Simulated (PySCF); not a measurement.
## A series of derivatives of C1CN[SiH2]C1

Parent skeleton `[CH2:1]1[CH2:2][NH:3][SiH2:4][CH2:5]1`; one hydrogen on atom 5 is replaced by X. Hydrogens on one atom are averaged.

Averaged over atoms made equivalent by symmetry, fast rotation or ring inversion, relativity neglected, one conformer, in vacuum. σ from GIAO-PBE0/pcSseg-1; PBE0-D3(BJ)/def2-SVP geometry; PySCF.

Chemical shifts δ = σref − σ; $^{13}$C, $^{29}$Si, $^{1}$H against TMS; $^{15}$N vs NH3, all at this level.

Parent (X = H): C1 28.7, C2 48.4, N3 23.0, Si4 -23.3, C5 8.9, H(C1) 1.75, H(C2) 3.01, H(Si4) 4.85, H(C5) 0.89 ppm. Effects are Δδ = δ(X) − δ(H), positive for deshielding.

(1) Give Δδ (ppm) for X = N-pyrrolidinyl, CF=CF2, NMe2, iPr, SO3H, NHCH3.

(2) Which position responds most, and to which substituents?

Results:

(1) 
| X | SMILES | C1 | C2 | N3 | Si4 | C5 | H(C1) | H(C2) | H(Si4) | H(C5) |
| --- | --- | --- | --- | --- | --- | --- | --- | --- | --- | --- |
| N-pyrrolidinyl | C1CCN([C@H]2CCN[SiH2]2)C1 | +7.6 | -1.5 | -1.4 | -0.2 | +43.5 | +0.12 | +0.14 | +0.01 | +0.94 |
| CF=CF2 | FC(F)=C(F)[C@@H]1CCN[SiH2]1 | +3.7 | -0.7 | +1.6 | -3.4 | +15.4 | +0.22 | +0.19 | +0.03 | +1.29 |
| NMe2 | CN(C)[C@H]1CCN[SiH2]1 | +7.0 | -1.2 | -1.0 | +0.1 | +47.0 | +0.05 | +0.14 | +0.02 | +0.86 |
| iPr | CC(C)[C@@H]1CCN[SiH2]1 | +6.1 | +0.6 | +0.6 | +2.9 | +25.4 | -0.12 | +0.11 | -0.03 | -0.21 |
| SO3H | O=S(=O)(O)[C@@H]1CCN[SiH2]1 | +2.1 | -2.3 | -0.1 | +1.8 | +47.1 | +0.45 | +0.33 | +0.19 | +1.93 |
| NHCH3 | CN[C@@H]1CCN[SiH2]1 | +8.7 | -2.5 | -2.4 | -2.5 | +44.4 | +0.06 | +0.04 | +0.06 | +1.53 |

(2) C5: from +15.4 ppm with CF=CF2 to +47.1 ppm with SO3H.

Experimental scales use liquid or dissolved standards, which lie at an offset from isolated NH3 (liquid NH3: subtract about 20 ppm).
